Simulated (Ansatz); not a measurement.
`C[Si](N)(Cl)Br` → `[CH2]` (triplet) + `N[SiH](Cl)Br` at 400 K and 1 bar (formal loss of a carbene).

Calculated with Ansatz (gas phase, PBE0-D4/def2-TZVP geometries, no zero-point term in ΔE). CBS: MP2 limit from def2 TZ/QZ plus the TZ coupled-cluster correction, frozen cores. This one scheme is used for every species. Triplets are unrestricted, without spin–orbit coupling. For Br outer-core shells are correlated without core-valence functions, which leaves a few kJ/mol of doubt a bond. Scalar relativity is left out up to krypton. Each species was taken in one conformer, which may not be the lowest.

```
          species  CCSD(T)/CBS energy (Eh)  H − E (kJ/mol)  S (J/(mol·K))
 `C[Si](N)(Cl)Br`              -3418.10250           211.2          412.8
`[CH2]` (triplet)                -39.09499            59.0          205.7
   `N[SiH](Cl)Br`              -3378.82013           128.3          369.2
```

H − E and S are ideal-gas, rigid-rotor, harmonic terms from PBE0-D4/def2-TZVP, for one conformer and one mirror image of each species, with the whole ground term of open shells counted as degenerate. 1 Eh = 2625.50 kJ/mol, R = 8.31446 J/(mol·K).

**Question.** By hand: ΔE, ΔH, ΔS and ΔG.

**Answer.** ΔE = (-39.09499) + (-3378.82013) − (-3418.10250) = 0.18738 Eh = 492.0 kJ/mol. Δ(H − E) = 59.0 + 128.3 − 211.2 = -23.9, so ΔH = 468.1 kJ/mol. ΔS = 205.7 + 369.2 − 412.8 = 162.1 J/(mol·K). ΔG = 468.1 − 400 × (162.1)/1000 = 403.3 kJ/mol.

**Question.** By hand: the equilibrium constant, and the temperature at which ΔG would vanish if ΔH and ΔS stayed fixed.

**Answer.** log₁₀ K = −ΔG/(RT ln 10) = -52.7. ΔG = 0 at ΔH/ΔS = 2888 K, far beyond where these terms or the molecules hold.

The number of gas molecules changes by +1, which sets the sign of ΔS. A doubt of 5 kJ/mol in ΔE shifts log₁₀ K by 0.7 here. Other conformers and mirror images would add mixing entropy, several J/(mol·K) or more a flexible species. A triplet takes part, so the spin changes. These are equilibria of isolated gas molecules and say nothing of rates. Largest T1 diagnostic: 0.011 (customary marks: 0.02 for closed shells, 0.045 for open ones).
